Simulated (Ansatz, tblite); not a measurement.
Removing and adding an electron: Ga₈As₉H₂₄⁺, a nanocrystal cut from zinc blende GaAs (hydrogen-capped). Total charge 1; singlet. Geometry: PBE-D4/def2-SVP. Ansatz, gas phase; energy differences of separate SCF runs; the oxidised species was run as a doublet alone; the reduced species was run as a doublet alone.

```csv
atom,x (Å),y (Å),z (Å)
Ga1,-2.760,0.416,4.348
Ga2,-1.092,-2.903,1.370
Ga3,-0.374,2.394,-3.825
Ga4,0.246,-1.830,-2.643
Ga5,-1.315,0.787,0.062
Ga6,1.592,-0.234,2.788
Ga7,2.671,1.108,-0.887
Ga8,3.135,-2.950,0.043
As9,-2.968,1.094,1.875
As10,-1.828,2.394,-1.788
As11,-1.322,-1.503,-0.759
As12,-0.278,-0.046,4.458
As13,1.335,-2.426,1.731
As14,-0.371,-0.038,-4.329
As15,1.852,2.622,-2.743
As16,2.416,-1.202,-1.679
As17,0.940,1.279,0.880
H18,-3.017,1.773,5.096
H19,-3.513,-0.957,4.419
H20,-1.362,-4.400,0.986
H21,-1.926,-2.032,2.403
H22,-0.773,3.411,-4.948
H23,0.145,-3.214,-3.377
H24,2.955,0.261,3.398
H25,4.099,1.599,-0.455
H26,2.788,-4.328,-0.630
H27,4.510,-2.442,0.613
H28,-4.255,0.544,1.269
H29,-3.329,2.574,1.763
H30,-3.276,2.222,-2.230
H31,-1.933,3.818,-1.256
H32,-2.730,-1.639,-1.335
H33,-0.154,-1.343,5.249
H34,0.271,0.881,5.540
H35,1.685,-3.325,2.916
H36,-1.713,-0.337,-4.987
H37,0.496,-0.178,-5.575
H38,2.858,2.605,-3.888
H39,2.006,4.091,-2.363
H40,3.382,-1.280,-2.859
H41,0.907,2.732,1.349
```

The xTB rows come from tblite. LC-ωPBE has ω = 0.4 bohr⁻¹. Single mean-field runs in def2-TZVP are fitted with def2-universal-jkfit.

```tsv
level	−HOMO (eV)	vertical IE (eV)	−LUMO (eV)	vertical EA (eV)	HOMO–LUMO gap (eV)	IE − EA (eV)
GFN1-xTB	13.29	14.73	9.63	8.17	3.66	6.56
PBE0-D4/def2-TZVP	9.65	10.80	4.38	3.45	5.27	7.35
LC-ωPBE/def2-TZVP	11.96	11.17	2.47	3.07	9.50	8.10
```

Estimate the rows for GFN2-xTB, PBE-D4/def2-TZVP.


```tsv
level	−HOMO (eV)	vertical IE (eV)	−LUMO (eV)	vertical EA (eV)	HOMO–LUMO gap (eV)	IE − EA (eV)
GFN2-xTB	13.06	14.60	9.46	7.97	3.61	6.64
PBE-D4/def2-TZVP	8.69	10.35	5.10	3.69	3.58	6.66
```

 Raw xTB energy differences between charge states are shifted by several eV; the methods need an empirical correction for them.
